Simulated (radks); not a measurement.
Q: All-electron atom: Tb XIX in [Kr] 4d10 4f1. Method: scalar-relativistic Kohn-Sham, BLYP, spin-polarised, spherical densities, finite nucleus; open shells are filled with parallel spins first (spin-orbit coupling, left out, can overturn this in heavy ions); Fermi nuclear charge, rms radius 5.06 fm; computed with a radial shooting solver on a logarithmic mesh with Libxc functionals. Some entries of the table are withheld. Estimate them.

orbital,occ.,eigenvalue (eV),<1/r> (bohr^-1),r(max) (bohr)
1s down,1,-52301.15,73.09,0.01364
1s up,1,-52301.15,73.09,0.01364
2s up,1,-9041.387,16.97,0.07751
2s down,1,-9041.371,16.97,0.07751
2p up,3,-8084.255,15.80,0.06280
2p down,3,-8084.246,15.80,0.06280
3s up,1,-2355.352,6.242,0.2198
3s down,1,-2354.633,6.243,0.2197
3p up,3,-2060.077,5.861,0.2158
3p down,3,-2059.364,5.862,0.2158
3d up,5,-1675.124,5.558,0.1765
3d down,5,-1674.577,5.559,0.1764
4s up,1,-800.7282,2.726,0.4973
4s down,1,-799.3010,2.725,0.4973
4p up,3,-699.6123,2.534,0.5160
4p down,3,-698.2194,2.533,0.5161
4d up,5,-560.8373,2.305,0.5264
4d down,5,-559.4673,2.303,0.5264
4f up,1,(1),2.010,0.4836
4f down,0,(2),2.009,0.4838
5s up,0,-379.9894,1.356,1.002
5s down,0,-379.1787,1.353,1.003
5p up,0,-342.5680,1.263,(3)
5p down,0,-341.8751,1.259,(4)

A: 
(1) 4f up eigenvalue (eV): -407.4622
(2) 4f down eigenvalue (eV): -406.0404
(3) 5p up r(max) (bohr): 1.066
(4) 5p down r(max) (bohr): 1.067
